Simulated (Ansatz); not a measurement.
A made-up structure of CHSeSi (charge +1), closed shell:

C1  (0.454, -0.117, -0.095)
Si2  (-0.450, 1.594, 0.670)
Se3  (-1.437, -0.730, -0.127)
H4  (1.433, -0.748, -0.448)
(Å)

It is relaxed with PBE-D4/def2-SVP and then PBE0-D4/def2-TZVP (Ansatz 0.2.0). Atoms count as bonded within 1.22 times the sum of their covalent radii (H–H: 0.88 Å). The end point is not checked to be a true minimum.

Does its bonding change? (A judgement: the text doesn't fix the answer.)

By the calculation: No: no bond forms or breaks.

Where it ends: The first stage lowers the energy by 0.90 eV in 6 steps. It ends as CHSeSi ([CH]1[Si][Se]1), total charge +1:
C1  (0.405, -0.104, -0.085)
Si2  (-0.403, 1.423, 0.599)
Se3  (-1.282, -0.652, -0.113)
H4  (1.280, -0.667, -0.400)
(Å)

Labels in which every atom is bracketed show which atoms are joined, not bond orders.

For scale, one of the runs: PBE0-D4/def2-TZVP relaxation, 122 basis functions, launched by `ansatz run in.yaml --threads 2 --pin off --events-out ev --progress --plain --max-ram 4352MiB`. Hardware: 2 CPU threads of an Arm Neoverse V1, shared host. Wall time about 12 s.
